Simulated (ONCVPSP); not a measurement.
# Configuration tests for beryllium (ONCV)

```
Element                 : beryllium
Generator               : ONCVPSP 4.0.1
Type                    : optimised norm-conserving Vanderbilt (ONCV)
Functional              : PBE
Relativity              : scalar-relativistic
Frozen core             : none
Valence charge          : 4
Reference configuration : 1s2 2s2
Partial waves           : 1s+2s: rc 0.75 bohr, ncon 5, nbas 9, qcut 13 1/bohr, 3 projectors, debl 0.9 Ha; p scattering state at 0.44 Ha: rc 0.85 bohr, ncon 5, nbas 8, qcut 11.6 1/bohr, 1 projector
Local potential         : polynomial inside 0.50 bohr (lpopt 5, dvloc0 0 Ha)
Core correction         : none
```

Energies are relative to the spin-unpolarised reference configuration 1s2 2s2; without spin polarisation the order of configurations can differ from experiment.

| valence configuration | charge | ΔE all-electron (eV) | error AE − PS (meV) |
| --- | --- | --- | --- |
| 1s2 2s1 | +1 | 9.551 | +0.4 |
| 1s2 2s1.5 | +0.5 | 3.761 | +0.1 |
| 1s2 2s0 2p1 | +1 | 13.460 | +3.7 |

**Question.** What are ΔE and the potential's error for 1s2 2s0?

**Answer.** ΔE = 27.499 eV all-electron; the error (AE − PS) is +3.4 meV.
